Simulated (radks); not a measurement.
The numbers below are computed, except where a source is named.
Q: Cd3+, 45 electrons, occupied as [Kr] 4d9. Level of theory: Dirac Kohn-Sham, LDA (Slater exchange, Perdew-Wang correlation), spin-unpolarised, spherical densities, point nucleus; open shells fill j = l - 1/2 first (a radial shooting solver on a logarithmic mesh with Libxc functionals).

Spin-orbit splittings of the eigenvalues, e(l+1/2) - e(l-1/2), with zeta = 2 splitting/(2l+1) and mean radii in bohr:

| shell | occ. | splitting (eV) | zeta (eV) | <r> j=l-1/2 | <r> j=l+1/2 |
|---|---|---|---|---|---|
| 2p | 6 | 192.2 | 128.1 | 0.1113 | 0.1164 |
| 3p | 6 | 34.33 | 22.88 | 0.3498 | 0.3609 |
| 3d | 10 | 6.984 | 2.794 | 0.3328 | 0.3364 |
| 4p | 6 | ? | ? | 0.9316 | 0.9618 |
| 4d | 9 | 0.7798 | 0.3119 | 1.191 | 1.205 |
| 4f | 0 | 0.002116 | 0.0006046 | 4.259 | 4.262 |
| 5p | 0 | 0.7356 | 0.4904 | 2.579 | 2.646 |
| 5d | 0 | 0.08772 | 0.03509 | 3.710 | 3.735 |

Estimate the 4p splitting.

A: 5.983 eV (zeta = 3.989 eV).
